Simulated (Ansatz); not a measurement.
# Ligand exchange: GaH(NH2)2 + GeH(NH2)3 → Ga(NH2)3 + GeH2(NH2)2

Species: GaH(NH2)2, singlet; GeH(NH2)3, singlet; Ga(NH2)3, singlet; GeH2(NH2)2, singlet. The partners trade H for NH2: Ga–H and Ge–NH2 bonds give way to Ga–NH2 and Ge–H.

Shapes, held fixed at every level: PBE0-D4/def2-TZVP. Flexible molecules stand in one conformer, not always the lowest. Programs: Ansatz 0.2.0. The zero-point and thermal change to 298 K, harmonic and unscaled (PBE0-D4/def2-TZVP), is +1.3 kJ/mol.

Task: Estimate ΔH(298 K) of this reaction.

Result: The highest level, CCSD(T)/def2-TZVPP, gives ΔH(298 K) = -2.8 kJ/mol; the levels span -5.2 to +1.7. That is about zero within the method's error. They disagree on the sign: 1 of 7 are positive. The column of differences is taken from that level and isn't an error. No measured value is set beside it here. Relativity is left out for Ga, Ge. Outer-core shells of Ga, Ge are correlated, in sets that cover them unevenly.

```
               level                   kind  ΔH(298 K) (kJ/mol)  less CCSD(T)/def2-TZVPP
    SPW92/def2-TZVPP                    LDA                +1.7                     +4.5
r2SCAN-D4/def2-TZVPP               meta-GGA                -0.9                     +1.9
 B3LYP-D4/def2-TZVPP          global hybrid                -1.7                     +1.1
 BHLYP-D4/def2-TZVPP          global hybrid                -1.8                     +1.0
       CCSD/def2-SVP  coupled cluster or CI                -5.2                     -2.4
     CCSD/def2-TZVPP  coupled cluster or CI                -3.2                     -0.4
  CCSD(T)/def2-TZVPP  coupled cluster or CI                -2.8                      0.0
```
